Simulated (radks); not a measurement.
Question: Species: Dy2+. Configuration: [Xe] 4f9.5 5f0.5 (fractional occupations, a model configuration). All-electron calculation, Dirac Kohn-Sham, exchange-only LDA, spin-unpolarised, spherical densities, point nucleus; open shells are shared between the two j in proportion to 2j + 1. Program: a radial shooting solver on a logarithmic mesh with Libxc functionals.

Spin-orbit splittings of the eigenvalues, e(l+1/2) - e(l-1/2), with zeta = 2 splitting/(2l+1) and mean radii in bohr:

| shell | occ. | splitting (eV) | zeta (eV) | <r> j=l-1/2 | <r> j=l+1/2 |
|---|---|---|---|---|---|
| 2p | 6 | 799.3 | 532.8 | 0.07440 | 0.08146 |
| 3p | 6 | 165.9 | 110.6 | 0.2240 | 0.2374 |
| 3d | 10 | 36.25 | 14.50 | 0.2097 | 0.2139 |
| 4p | 6 | 37.31 | 24.87 | 0.5403 | 0.5711 |
| 4d | 10 | 6.763 | 2.705 | 0.6031 | 0.6141 |
| 4f | 9.5 | 0.9133 | 0.2609 | 0.8290 | 0.8437 |
| 5p | 6 | ? | ? | 1.445 | 1.543 |
| 5f | 0.5 | 0.005973 | 0.001707 | 6.666 | 6.680 |

Estimate the 5p splitting.

Answer: 4.963 eV (zeta = 3.309 eV).
